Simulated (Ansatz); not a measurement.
Wavefunction ladder for `C[N](C)[Hf]([OH])([N](C)C)[N](C)C`

Z-matrix (Å, degrees):
```
Hf
O 1 1.952
N 1 2.046 2 111.2
N 1 2.049 2 111.2 3 120.3
C 1 3.145 2 126.7 3 136.9
C 1 3.026 2 92.2 3 -16.0
N 1 2.046 2 113.8 3 -119.6
C 1 2.992 2 97.5 3 -140.0
C 1 3.151 2 125.1 3 17.9
C 1 3.041 2 91.4 3 105.9
C 1 3.178 2 123.9 3 -99.7
H 2 0.951 1 160.5 3 121.7
H 5 1.101 1 123.6 2 28.5
H 5 1.093 1 79.7 2 133.1
H 5 1.101 1 124.2 2 -122.4
H 6 1.096 1 75.0 2 -39.7
H 6 1.101 1 125.9 2 -140.3
H 6 1.101 1 124.1 2 61.1
H 8 1.101 1 124.6 2 50.5
H 8 1.101 1 125.9 2 -148.5
H 8 1.098 1 73.6 2 -49.3
H 9 1.101 1 124.7 2 -126.5
H 9 1.092 1 80.1 2 128.7
H 9 1.101 1 122.8 2 23.8
H 10 1.101 1 125.1 2 -136.0
H 10 1.095 1 75.4 2 -34.8
H 10 1.101 1 124.7 2 66.2
H 11 1.092 1 81.3 2 116.5
H 11 1.101 1 122.9 2 10.7
H 11 1.101 1 124.1 2 -137.9
```

Total charge 0; spin multiplicity 1. Correlated methods include outer-core shells of Hf, which these sets cover unevenly. Hf takes the def2 core potential. The structure was optimised at the PBE0-D4/def2-TZVP level. It is one conformer, not always the lowest. Frozen core, restricted reference, Ansatz 0.2.0.

```csv
basis,HF (Eh),MP2 corr.,CCSD corr.,(T),CCSD(T) total
def2-SVP,-523.72944,?,-1.91532,-0.06088,?
def2-TZVPP,?,-2.27887,-2.35434,-0.09837,?
def2-QZVPP,?,?,–,–,–
```

Q: Fill in the withheld values. (Best estimate.)

A: The calculation gave: def2-SVP MP2 corr.: -1.80874; def2-SVP CCSD(T) total: -525.70564; def2-TZVPP HF (Eh): -524.28578; def2-TZVPP CCSD(T) total: -526.73849; def2-QZVPP HF (Eh): -524.30921; def2-QZVPP MP2 corr.: -2.45505.
